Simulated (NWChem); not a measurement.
Program: NWChem. System: SSn, charge 0, spin multiplicity 1, at a geometry optimised with PBE0/def2-SVP with def2 effective core potentials on Sn. The structure started from a generated list of species. Level: MP2/def2-SVP with def2 effective core potentials on Sn, 9 core orbitals frozen.

Job file:

```
start mol
memory heap 200 mb stack 900 mb global 1100 mb
geometry units angstroms nocenter noautoz
  Sn     0.000000     0.000000     0.538800
  S      0.000000     0.000000    -1.683750
  symmetry group C2v
end
basis spherical
  * library def2-svp
end
ecp
  Sn library def2-ecp
end
scf
  rhf
  nopen 0
  maxiter 100
  thresh 1e-7
  semidirect memsize 60000000 filesize 0
end
mp2
  freeze core 9
end
task mp2 energy
```

Part of the output:

```
             Northwest Computational Chemistry Package (NWChem) 7.3.0
             --------------------------------------------------------

                                NWChem Input Module
                                -------------------

 Scaling coordinates for geometry "geometry" by  1.889725989
 (inverse scale =  0.529177249)

 Turning off AUTOSYM since
 SYMMETRY directive was detected!

                             Geometry "geometry" -> ""
                             -------------------------

 Output coordinates in angstroms (scale by  1.889725989 to convert to a.u.)

  No.       Tag          Charge          X              Y              Z
 ---- ---------------- ---------- -------------- -------------- --------------
    1 Sn                  50.0000     0.00000000     0.00000000     0.53880000
    2 S                   16.0000     0.00000000     0.00000000    -1.68375000

 Effective nuclear repulsion energy (a.u.)     190.4757144720

            Nuclear Dipole moment (a.u.)
            ----------------------------
        X                 Y               Z
 ---------------- ---------------- ----------------
     0.0000000000     0.0000000000    -0.0000000000

      Symmetry information
      --------------------

 Group name             C2v
 Group number             16
 Group order               4
 No. of unique centers     2

      Symmetry unique atoms

     1    2


 Summary of "ao basis" -> "" (spherical)
 ------------------------------------------------------------------------------
       Tag                 Description            Shells   Functions and Types
 ---------------- ------------------------------  ------  ---------------------
 *                          def2-svp                  on all atoms

 Summary of "ao basis" -> "ao basis" (spherical)
 ------------------------------------------------------------------------------
       Tag                 Description            Shells   Functions and Types
 ---------------- ------------------------------  ------  ---------------------
 Sn                         def2-svp                10       26   4s4p2d
 S                          def2-svp                 8       18   4s3p1d

                                 NWChem SCF Module
                                 -----------------

  ao basis        = "ao basis"
  functions       =    44
  atoms           =     2
  closed shells   =    19
  open shells     =     0
  charge          =   0.00
  wavefunction    = RHF
  use symmetry    = T
  symmetry adapt  = T

 Summary of "ao basis" -> "ao basis" (spherical)
 ------------------------------------------------------------------------------
       Tag                 Description            Shells   Functions and Types
 ---------------- ------------------------------  ------  ---------------------
 Sn                         def2-svp                10       26   4s4p2d
 S                          def2-svp                 8       18   4s3p1d

      Symmetry analysis of basis
      --------------------------

        a1         21
        a2          3
        b1         10
        b2         10

 Forming initial guess at       0.0s

      Superposition of Atomic Density Guess
      -------------------------------------

 Sum of atomic energies:        -646.44306146

      Non-variational initial energy
      ------------------------------

 Total energy =    -610.723628
 1-e energy   =   -1092.609334
 2-e energy   =     398.076391
 HOMO         =      -0.278157
 LUMO         =      -0.042526

      Symmetry analysis of molecular orbitals - initial
      -------------------------------------------------

 !! scf_movecs_sym_adapt:   26 vectors were symmetry contaminated

  Symmetry fudging

 !! scf_movecs_sym_adapt:   24 vectors were symmetry contaminated

  Numbering of irreducible representations:

     1 a1          2 a2          3 b1          4 b2

  Orbital symmetries:

     1 a1          2 a1          3 a1          4 b1          5 b2
     6 a1          7 a1          8 b1          9 b2         10 a1
    11 b2         12 b1         13 a2         14 a1         15 a1
    16 a1         17 b2         18 b1         19 a1         20 b2
    21 b1         22 a1         23 a1         24 b2         25 b1
    26 a1         27 a2         28 a1         29 b1

 Starting SCF solution at       0.2s

 ----------------------------------------------
         Quadratically convergent ROHF

 Convergence threshold     :          1.000E-07
 Maximum no. of iterations :          100
 Final Fock-matrix accuracy:          1.000E-09
 ----------------------------------------------

              iter       energy          gnorm     gmax       time
             ----- ------------------- --------- --------- --------
                 1     -610.7159947129  7.76D-01  2.92D-01      0.2
                 2     -610.7863437166  1.65D-01  5.93D-02      0.2
                 3     -610.7908887941  4.79D-03  2.43D-03      0.2
                 4     -610.7908952386  1.49D-05  5.74D-06      0.3
                 5     -610.7908952386  6.88D-09  2.31D-09      0.3

       Final RHF  results
       ------------------

         Total SCF energy =   -610.790895238619
      One-electron energy =  -1093.376807658124
      Two-electron energy =    398.776598051822
 Nuclear repulsion energy =     83.809314367683

        Time for solution =      0.0s

       Symmetry analysis of molecular orbitals - final
       -----------------------------------------------

  Numbering of irreducible representations:

     1 a1          2 a2          3 b1          4 b2

  Orbital symmetries:

     1 a1          2 a1          3 a1          4 b1          5 b2
     6 a1          7 b1          8 b2          9 a1         10 a2
    11 a1         12 a1         13 b2         14 b1         15 a1
    16 a1         17 a1         18 b1         19 b2         20 b1
    21 b2         22 a1         23 a1         24 b1         25 b2
    26 a1         27 a2         28 a1         29 b2

             Final eigenvalues
             -----------------

              1
    1  -91.8811
    2   -8.9152
    3   -6.6020
    4   -6.6002
    5   -6.6002
    6   -5.8925
    7   -4.0817
    8   -4.0817
    9   -4.0741
   10   -1.3491
   11   -1.3491
   12   -1.3444
   13   -1.3408
   14   -1.3408
   15   -0.8772
   16   -0.5410
   17   -0.3510
   18   -0.3448
   19   -0.3448
   20    0.0107
   21    0.0107
   22    0.1326
   23    0.2511
   24    0.3516
   25    0.3516
   26    0.3849
   27    0.4772
   28    0.4772
   29    0.5033

                       ROHF Final Molecular Orbital Analysis
                       -------------------------------------

 Vector   17  Occ=2.000000D+00  E=-3.510123D-01  Symmetry=a1
              MO Center= -4.4D-16,  2.3D-16, -2.0D-01, r^2= 4.0D+00
   Bfn.  Coefficient  Atom+Function         Bfn.  Coefficient  Atom+Function
  ----- ------------  ---------------      ----- ------------  ---------------
    39     -0.424395  2 S  pz                13      0.405819  1 Sn pz
    36     -0.315430  2 S  pz                 4      0.304197  1 Sn s
     3      0.261308  1 Sn s                 16      0.205140  1 Sn pz
    33     -0.182710  2 S  pz

 Vector   18  Occ=2.000000D+00  E=-3.448107D-01  Symmetry=b1
              MO Center= -6.8D-16,  4.6D-31, -1.3D+00, r^2= 2.2D+00
   Bfn.  Coefficient  Atom+Function         Bfn.  Coefficient  Atom+Function
  ----- ------------  ---------------      ----- ------------  ---------------
    37      0.577621  2 S  px                34      0.377371  2 S  px
    31      0.219871  2 S  px                11      0.203079  1 Sn px
    14      0.190654  1 Sn px

 Vector   19  Occ=2.000000D+00  E=-3.448107D-01  Symmetry=b2
              MO Center=  6.5D-32, -8.8D-17, -1.3D+00, r^2= 2.2D+00
   Bfn.  Coefficient  Atom+Function         Bfn.  Coefficient  Atom+Function
  ----- ------------  ---------------      ----- ------------  ---------------
    38      0.577621  2 S  py                35      0.377371  2 S  py
    32      0.219871  2 S  py                12      0.203079  1 Sn py
    15      0.190654  1 Sn py

 Vector   20  Occ=0.000000D+00  E= 1.067356D-02  Symmetry=b1
              MO Center=  1.4D-16,  8.4D-30,  3.0D-01, r^2= 4.4D+00
   Bfn.  Coefficient  Atom+Function         Bfn.  Coefficient  Atom+Function
  ----- ------------  ---------------      ----- ------------  ---------------
    14      0.721269  1 Sn px                37     -0.442937  2 S  px
    11      0.368719  1 Sn px                34     -0.180604  2 S  px

 Vector   21  Occ=0.000000D+00  E= 1.067356D-02  Symmetry=b2
              MO Center=  3.3D-30, -1.0D-16,  3.0D-01, r^2= 4.4D+00
   Bfn.  Coefficient  Atom+Function         Bfn.  Coefficient  Atom+Function
  ----- ------------  ---------------      ----- ------------  ---------------
    15      0.721269  1 Sn py                38     -0.442937  2 S  py
    12      0.368719  1 Sn py                35     -0.180604  2 S  py

 Vector   22  Occ=0.000000D+00  E= 1.326211D-01  Symmetry=a1
              MO Center=  1.7D-15, -5.9D-16,  5.2D-01, r^2= 5.8D+00
   Bfn.  Coefficient  Atom+Function         Bfn.  Coefficient  Atom+Function
  ----- ------------  ---------------      ----- ------------  ---------------
    16      1.399814  1 Sn pz                30      1.037335  2 S  s
     4     -0.788761  1 Sn s                 39      0.683667  2 S  pz

 center of mass
 --------------
 x =   0.00000000 y =   0.00000000 z =   0.12221077

 moments of inertia (a.u.)
 ------------------
         443.676085356715           0.000000000000           0.000000000000
           0.000000000000         443.676085356715           0.000000000000
           0.000000000000           0.000000000000           0.000000000000

  Mulliken analysis of the total density
  --------------------------------------

    Atom       Charge   Shell Charges
 -----------   ------   -------------------------------------------------------
    1 Sn  22    21.54   1.60  0.43  1.21  0.60  3.26  2.74  0.94  0.64  9.78  0.34
    2 S   16    16.46   2.00  1.99  1.18  0.73  5.94  1.67  2.92  0.03

       Multipole analysis of the density wrt the origin
       ------------------------------------------------

     L   x y z        total         open         nuclear
     -   - - -        -----         ----         -------
     0   0 0 0     -0.000000      0.000000     38.000000

     1   1 0 0      0.000000      0.000000      0.000000
     1   0 1 0     -0.000000      0.000000      0.000000
     1   0 0 1      1.537114      0.000000    -28.509162

     2   2 0 0    -26.945824      0.000000      0.000000
     2   1 1 0     -0.000000      0.000000      0.000000
     2   1 0 1     -0.000000      0.000000      0.000000
     2   0 2 0    -26.945824      0.000000      0.000000
     2   0 1 1     -0.000000      0.000000      0.000000
     2   0 0 2    -32.724200      0.000000    184.791667

                   NWChem MP2 Semi-direct Energy/Gradient Module
                   ---------------------------------------------

  Basis functions       =     44
  Molecular orbitals    =     44
  Frozen core           =      9
  Frozen virtuals       =      0
  Active alpha occupied =     10
  Active beta occupied  =     10
  Active alpha virtual  =     25
  Active beta virtual   =     25
  Use MO symmetry       = T
  Use skeleton AO sym   = T

  AO/Fock/Back tols     =   1.0D-09  1.0D-09  1.0D-09

 GA uses MA = F    GA memory limited = T

 Available:
  local mem=  1.26D+08
 global mem=  1.44D+08
 local disk=  0.00D+00
  mp2_memr nvloc                    25
  nvloc new                    25
   1 passes of  10:        2097152                      10324                    841473.
   1 passes of  10: M    126148592           G      144175328           F     124051440.

 Semi-direct pass number   1 of   1  for RHF alpha+beta  at        0.3s
  vrange nnbf                   986
  mp2_eaftype                    10  avail_ma_in_mb                  1099
 EAF : mp2_eaftype filesize          10     420736.
  mp2_eaf for mointskh                     10
Node 0 wrote      2.0 Mb in      0.0 s     Agg I/O rate:  1969.1 Mb/s
 Done moints_semi at        0.8s
  mp2_eaftype                    10  avail_ma_in_mb                  1089
 EAF : mp2_eaftype filesize          10     420736.
  mp2_eaf for kh                    10
 Done maket at        0.8s
 Done multipass loop at        0.8s

          -------------------------------------------
          SCF energy                -610.790895238619
          Correlation energy          -0.215379887992
          Singlet pairs               -0.127761129106
          Triplet pairs               -0.087618758886
          Total MP2 energy          -611.006275126611
          -------------------------------------------

          ---------------------------------------------------
                    Spin Component Scaled (SCS) MP2
          Same spin pairs                     -0.058412505924
          Same spin scaling factor             0.333333333333
          Opposite spin pairs                 -0.156967382068
          Opposite spin scaling fact.          1.200000000000
          SCS-MP2 correlation energy          -0.207831693790
          Total SCS-MP2 energy              -610.998726932408
          ---------------------------------------------------

 -----------------------
 Performance information
 -----------------------

 Timer overhead =  1.38D-07 seconds/call

               Nr. of calls         CPU time (s)                 Wall time (s)                GFlops
             ---------------    -------------------     ------------------------------   -------------------
Name         Min   Avg   Max    Min     Avg     Max     Min     Avg     Max   Mx/calls   Min     Max     Sum
mp2: moin     1     1     1   0.47    0.47    0.47     0.47    0.47    0.47    0.47      0.0     0.0     0.0
mp2: make     1     1     1   9.73E-3 9.73E-3 9.73E-3  9.73E-3 9.73E-3 9.73E-3 9.73E-3   0.0     0.0     0.0
mp2: tota     1     1     1   0.50    0.50    0.50     0.50    0.50    0.50    0.50      0.0     0.0     0.0

 The average no. of pstat calls per process was 3.00D+00
 with a timing overhead of 4.15D-07s

 Task  times  cpu:        0.8s     wall:        0.8s

 Total times  cpu:        0.8s     wall:        0.8s
```
